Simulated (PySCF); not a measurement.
Gas-phase reaction: HCl + Ge2H6 + SiCl2 ⇌ H3SiGeH3 + GeHCl3

Method: PySCF energies plus ideal-gas RRHO corrections (1 bar). † marks an energy on the PBE0/def2-TZVP geometry and frequencies; other levels use their own. MP2 freezes the core. 6-31G* has spherical d functions here. All species are closed-shell singlets. B3LYP is the form with VWN-RPA correlation. Ge: all electrons, no relativistic terms. MP2 isn't extrapolated to the basis-set limit; its ΔH°(298 K) is -165.4 kJ in def2-SVP and -158.9 kJ in def2-TZVPP. The harmonic model lacks anharmonicity and excited electronic states, which grow with temperature; levels with a mode under 35 cm⁻¹ are left out. Internal rotation in Ge2H6, H3SiGeH3 is treated as a harmonic vibration of one conformer, which makes the entropy rough.

```csv
level,"ΔE electronic, kJ","ΔH°(298 K), kJ","ΔS°(298 K), J/K","ΔG°(1000 K), kJ"
B3LYP/6-31G*,-155,-147,-146,-3
BLYP/def2-TZVP†,-118,-111,-146,33
M06-2X/def2-TZVP†,-175,-168,-146,-24
MP2/def2-SVP†,-172,-165,-146,-21
PBE/def2-TZVP†,-140,-133,-146,11
PBE0/def2-QZVP†,-152,-145,-146,-1
PBE0/def2-SVP†,-166,-160,-146,-16
LDA/def2-TZVP†,-157,-150,-146,-6
ωB97X-V/def2-TZVP†,-173,-167,-146,-23
```
ΔH° is lowest at M06-2X/def2-TZVP† and highest at BLYP/def2-TZVP†. No reference value is set beside these.
